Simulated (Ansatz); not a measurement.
Z-matrix (Å, degrees):
```
Zr
I 1 2.799
N 1 2.018 2 110.0
N 1 2.018 2 110.0 3 120.0
C 1 2.901 2 94.6 3 96.8
C 1 2.901 2 94.6 3 -23.2
N 1 2.018 2 110.0 3 -120.0
C 1 3.187 2 117.6 3 -101.0
C 1 3.188 2 117.5 3 19.1
C 1 3.188 2 117.5 3 139.1
C 1 2.901 2 94.6 3 -143.2
H 5 1.099 1 123.8 2 42.1
H 5 1.099 1 126.6 2 -153.3
H 5 1.099 1 71.1 2 -55.6
H 6 1.099 1 71.1 2 -55.7
H 6 1.099 1 126.7 2 -153.4
H 6 1.099 1 123.8 2 42.0
H 8 1.092 1 83.4 2 113.0
H 8 1.100 1 121.1 2 5.8
H 8 1.099 1 124.1 2 -140.1
H 9 1.100 1 121.1 2 5.7
H 9 1.099 1 124.2 2 -140.1
H 9 1.092 1 83.5 2 113.0
H 10 1.092 1 83.5 2 112.9
H 10 1.100 1 121.1 2 5.6
H 10 1.099 1 124.1 2 -140.2
H 11 1.099 1 126.6 2 -153.3
H 11 1.099 1 123.8 2 42.2
H 11 1.099 1 71.1 2 -55.5
```

The species carries charge 0 and has multiplicity 1. Zr, I: def2 effective core potential.

Question: List the ωB97M-V/def2-TZVPP orbital energies in eV (the Gaussian-basis code of Ansatz). (Estimate.)

Answer: Computed: Occupied: -394.27, -394.27, -394.27, -282.26, -282.26, -282.26, -282.08, -282.08, -282.08, -189.51, -135.18, -135.12, -135.12, -61.09, -54.10, -54.07, -54.07, -54.01, -54.01, -37.54, -37.54, -37.32, -27.74, -27.53, -27.53, -22.75, -22.75, -22.63, -20.75, -19.74, -19.67, -19.67, -16.02, -15.61, -15.61, -15.43, -15.42, -15.42, -15.13, -15.13, -15.01, -13.57, -13.54, -13.54, -12.98, -12.98, -12.85, -11.59, -11.59, -11.19, -10.03, -9.37, -9.36, -8.83, -8.66, -8.66. Lowest empty: 1.09, 1.44, 1.44, 1.65, 1.68, 1.68, 2.45, 2.84.
